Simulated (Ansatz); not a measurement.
Cost and result for the atomization energy of C3H6AlBr (11 atoms, 10 bonds).

```xyz
11

C     0.574    1.236    0.539
C    -0.198    0.087   -0.032
Br    2.676   -2.126    0.159
C    -1.483    0.207   -0.382
Al    0.514   -1.684   -0.345
H    -0.038    2.139    0.619
H     0.961    0.994    1.534
H     1.449    1.467   -0.075
H    -2.052   -0.622   -0.798
H    -2.031    1.144   -0.270
H    -0.371   -2.842   -0.949
```

Charge 0, multiplicity 1. Correlated methods include outer-core shells of Br, which these sets cover unevenly. Scalar relativity is left out up to krypton. The bonds changed during the relaxation, so this is another structure than the one it started from. All single points use the PBE0-D4/def2-TZVP geometry. Program: Ansatz. All runs use 4 threads of an Arm Neoverse V1 on a shared host. Times are those of one run each, without the atoms' runs, and a repeat can differ threefold. Electronic energies, without spin–orbit coupling; frozen cores. CCSD(T)/CBS adds CCSD(T) − MP2 in def2-TZVPP to the MP2 limit, and its time is that of the two runs behind it. T1 = 0.009. With those shells the extrapolation isn't a true limit. B3LYP takes the VWN-RPA correlation (the form of Gaussian; ORCA's B3LYP/G).

CCSD(T)/CBS is a level of theory with its own doubt, some kJ/mol a heavy atom from the limit and from the frozen cores, so smaller differences don't rank the functionals.

| level | functions | wall time |
| --- | --- | --- |
| PBE-D4/def2-TZVPP (with forces) | 267 | 3.3 s |
| PBE0-D4/def2-TZVPP | 267 | 4.3 s |
| r2SCAN-D4/def2-TZVPP (with forces) | 267 | 7 s |
| B3LYP-D4/def2-TZVPP (with forces) | 267 | 7 s |
| B2PLYP/def2-TZVPP | 267 | 8 s |
| ωB97X-V/def2-TZVPP | 267 | 10 s |
| ωB97M-V/def2-TZVPP (with forces) | 267 | 15 s |
| MP2/def2-QZVPP | 510 | 34 s |
| CCSD(T)/def2-TZVPP | 267 | 5 min |
| CCSD(T)/CBS(def2) | – | 5.6 min |

Problem. What atomization energy does each give, and how far from CCSD(T)/CBS? (An estimate is asked.)

Solution. Ansatz gave: 
```
                             level  atomization (kcal/mol)  difference from CCSD(T)/CBS  per bond
   PBE-D4/def2-TZVPP (with forces)                   999.3                         14.4       1.4
                PBE0-D4/def2-TZVPP                   988.0                          3.1       0.3
r2SCAN-D4/def2-TZVPP (with forces)                   988.6                          3.7       0.4
 B3LYP-D4/def2-TZVPP (with forces)                   981.7                         -3.2      -0.3
                 B2PLYP/def2-TZVPP                   973.0                        -11.9      -1.2
                ωB97X-V/def2-TZVPP                   983.9                         -1.0      -0.1
  ωB97M-V/def2-TZVPP (with forces)                   984.6                         -0.3       0.0
                    MP2/def2-QZVPP                   989.9                          5.0       0.5
                CCSD(T)/def2-TZVPP                   961.2                        -23.7      -2.4
                 CCSD(T)/CBS(def2)                   984.9                          0.0       0.0
```

The D4 term adds +9.3 kcal/mol with B3LYP and +4.9 kcal/mol with PBE0; it sums over pairs of atoms, weighted by their polarisabilities, and B3LYP, whose exchange is more repulsive, gets the larger term. In def2-TZVPP, CCSD(T) changes the Hartree–Fock value by +215.4 kcal/mol (the triples alone add +13.9 kcal/mol) and MP2 by +230.2 kcal/mol; breaking electron pairs costs correlation energy, which Hartree–Fock lacks. From PBE to PBE0 (25 % exact exchange), in def2-TZVPP and without D4, the atomization energy moves by −10.5 kcal/mol: exact exchange takes away binding that semilocal exchange gives to molecules.
